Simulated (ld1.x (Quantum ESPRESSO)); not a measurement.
Hf, TM: configuration errors across variants

```
Element                 : hafnium
Generator               : ld1.x (Quantum ESPRESSO) 7.5
Type                    : norm-conserving Troullier–Martins (Kleinman–Bylander form)
Functional              : PBE
Relativity              : scalar-relativistic
Frozen core             : [Kr] 4d10 4f14 5s2
Valence charge          : 10
Reference configuration : 5p6 5d3 6s1 6p0
Partial waves           : 6s (bound): rc 2.30 bohr; 5p (bound): rc 2.00 bohr; 5d (bound): rc 1.80 bohr
Local potential         : all-electron potential smoothed inside 2.05 bohr (lloc = -1)
Core correction         : a·sin(br)/r model core, default radius (core density twice the valence density)
```

All-electron excitation energies from the reference (eV): (1) 5p6 5d2 6s2 6p0 -2.593; (2) 5p6 5d2 6s1 6p0 5.383; (3) 5p6 5d2 6s0 6p0 19.563; (4) 5p6 5d0 6s0 6p0 74.210; (5) 5p6 5d2 6s0 6p2 5.269; (6) 5p5 5d2 6s2 6p0 38.428; (7) 5p6 5d2 6s0 6p1 10.062.

The default core radius of the base comes out at 1.00 bohr.

A true bound ghost makes a file unfit for plane-wave use even where its test errors are small: the radial tests pick states by their node count and pass the ghost by.

Errors AE − PS in meV (a dash: test not solved or not reliable):

```csv
change,(1),(2),(3),(4),(5),(6),(7),bound ghosts
base,-10,-7.1,-18,-334,+208,-445,+147,s
core correction none,-4.3,-1.9,+24,+51,+227,-376,+166,s
core correction a·sin(br)/r model core inside 0.70 bohr,-10,-7.1,-18,-335,+207,-445,+147,s
core correction a·sin(br)/r model core inside 0.92 bohr,-10,-7.1,-18,-335,+207,-445,+147,s
core correction a·sin(br)/r model core inside 1.30 bohr,-11,-7.1,-18,-339,+208,-442,+148,s
core correction a·sin(br)/r model core inside 1.60 bohr,-11,-7.3,-18,-341,+208,-428,+148,s
core correction a·sin(br)/r model core inside 1.70 bohr,-10,-7.2,-18,-334,+209,-421,+148,s
core correction a·sin(br)/r model core inside 1.92 bohr,-9.6,-6.7,-17,-291,+210,-406,+149,s
core correction a·sin(br)/r model core inside 2.18 bohr,-8.0,-5.8,-12,-204,+214,-392,+153,s
```

Q: Give the same row for: core correction a·sin(br)/r model core inside 1.16 bohr.

A: -10, -7.1, -18, -336, +208, -445, +148; bound ghosts: s.
